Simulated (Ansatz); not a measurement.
Two isomers of CH7BOSSi: A = `O[SiH2]CBS`, B = `BO[SiH2]SC`.

Gas-phase electronic energies from Ansatz, PBE0-D4/def2-TZVP geometries. CCSD(T)/CBS is the MP2 limit (def2-TZVPP, def2-QZVPP) plus CCSD(T) − MP2 in def2-TZVPP, frozen cores. Functionals use def2-TZVPP. B3LYP here is the variant with VWN-RPA as its local correlation; programs differ in this. Each species was taken in one conformer, which may not be the lowest.

(1) Which is lower in electronic energy at CCSD(T)/CBS, and by how much? (An estimate is asked.)

(2) Give E(B) − E(A) in kcal/mol with PBE0-D4, PBE-D4, MP2/def2-TZVPP, B2PLYP, ωB97M-V, B3LYP, HF/def2-TZVPP. (An estimate is asked.)

Largest T1 diagnostic: 0.013.

Answers

(1) The calculation gave: B, by 7.2 kcal/mol.

(2) The calculation gave: PBE0-D4 -5.5, PBE-D4 -5.2, MP2/def2-TZVPP -6.4, B2PLYP -7.9, ωB97M-V -7.0, B3LYP -8.2, HF/def2-TZVPP -11.9. None reverses the order clearly.

In def2-TZVPP, CCSD(T) changes the Hartree–Fock value by +5.4 kcal/mol (the triples alone add +0.4 kcal/mol) and MP2 by +5.5 kcal/mol.
